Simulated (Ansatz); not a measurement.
Species: C₅H₁₁F₃Si, SMILES `C[C@@H]([SiH3])CCC(F)(F)F` (Si–C–C–C torsion -63°, C–C–C–C torsion -176°) (charge 0, multiplicity 1), formula C5H11F3Si.

### Question
How many basis functions does frozen-core CCSD(T)/cc-pVDZ // B3LYP-D3(BJ)/def2-SVP in Ansatz (a first-principles code) use, how many core orbitals are frozen, and how many electrons are correlated?

### Answer
185 basis functions and 13 frozen orbitals, which leaves 56 correlated electrons. Core time is of the order of minutes.
